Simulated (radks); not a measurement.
Values are calculated unless marked as measured or tabulated.
Problem. Coulomb parameter of the 5d shell of the gold ion Au2+ in the model configuration [Xe] 4f14 5d8 6s1, as a second difference U = [E(n + 0.5) + E(n - 0.5) - 2 E(n)] / (0.5)^2 with all orbitals relaxed. "Bare": the charge of the atom changes with n. "Screened": the 6s shell takes up the change at fixed total charge, which measures U(5d,5d) + U(6s,6s) - 2 U(5d,6s). Code: a radial shooting solver on a logarithmic mesh with Libxc functionals. Model: scalar-relativistic Kohn-Sham, LDA (Slater exchange, Perdew-Wang correlation), spin-unpolarised, spherical densities, point nucleus. Estimate both.

Solution. U(bare) = 12.992 eV, U(screened by 6s) = 1.362 eV, against the Slater integral F0(5d,5d) = 16.821 eV with frozen orbitals.
